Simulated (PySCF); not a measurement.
One of the candidates below gave these computed data.

All candidates are C6H9NO.

| technique | computed result |
| --- | --- |
| UV, first state | lowest singlet excitation: 6.45 eV (192 nm, f = 0.013) [TDDFT B3LYP/def2-SVPD] |
| Rotational structure | rotational constants A, B, C: 3.350, 1.670, 1.560 GHz [GFN2-xTB] |
| Polarisability | 74.3 au [B3LYP/def2-SVPD] |
| Triplet | lowest triplet excitation (Tamm–Dancoff): 6.20 eV [TDA B3LYP/def2-SVPD] |
| Dipole | 3.56 D [B3LYP/def2-SVPD] |
| UV, strongest line | among the 8 lowest singlet transitions: S5 at 7.68 eV (161 nm, f = 0.022) [TDDFT B3LYP/def2-SVPD] |

Electronic properties: PySCF, gas phase, density fitting. Levels stand in brackets. Geometry: GFN2-xTB, one conformer, isolated molecule.

Question: Which candidate is it?
A. `C=CC[C@@H](C#N)OC`
B. `O=C[C@@H]1CC=NCC1`
C. `N#C[C@H]1CCCOC1`
D. `N#CC[C@@H]1CCCO1`

Answer: D. It is `N#CC[C@@H]1CCCO1`. Numbering: `[N:1]#[C:2][CH2:3][C@@H:4]1[CH2:5][CH2:6][CH2:7][O:8]1`. Its formula, C6H9NO, gives 3 degrees of unsaturation: 1 ring and 2 π bonds in the structure found. The optimised geometry has point group C1 and is an asymmetric top.

The others, at the same levels:
- `C=CC[C@@H](C#N)OC` fails: its computed lowest singlet excitation is 6.66 eV (186 nm, f = 0.009) (against 6.45 eV), lowest triplet excitation (Tamm–Dancoff) is 4.54 eV (against 6.20 eV) and strongest line among the 8 lowest singlet transitions is S2 at 6.80 eV (182 nm, f = 0.127) (against S5 at 7.68 eV).
- `O=C[C@@H]1CC=NCC1` fails: its computed lowest singlet excitation is 4.26 eV (291 nm, f = 0.001) (against 6.45 eV), lowest triplet excitation (Tamm–Dancoff) is 3.69 eV (against 6.20 eV) and strongest line among the 8 lowest singlet transitions is S8 at 6.86 eV (181 nm, f = 0.012) (against S5 at 7.68 eV).
- `N#C[C@H]1CCCOC1` fails: its computed lowest singlet excitation is 6.95 eV (179 nm, f = 0.003) (against 6.45 eV), lowest triplet excitation (Tamm–Dancoff) is 6.46 eV (against 6.20 eV) and strongest line among the 8 lowest singlet transitions is S3 at 7.31 eV (170 nm, f = 0.030) (against S5 at 7.68 eV).

Each candidate is one conformer, not necessarily the lowest. Dipoles, sizes and rotational constants follow the conformer. The torsions of the flexible species, by atom-mapped SMILES:
- `[CH2:1]=[CH:2][CH2:3][C@@H:4]([C:5]#[N:6])[O:7][CH3:8]`: C1–C2–C3–C4 -118°, C2–C3–C4–C5 170°, C3–C4–O7–C8 172°

The conformers of `N#CC[C@@H]1CCCO1`, `O=C[C@@H]1CC=NCC1` and `N#C[C@H]1CCCOC1` aren't listed.
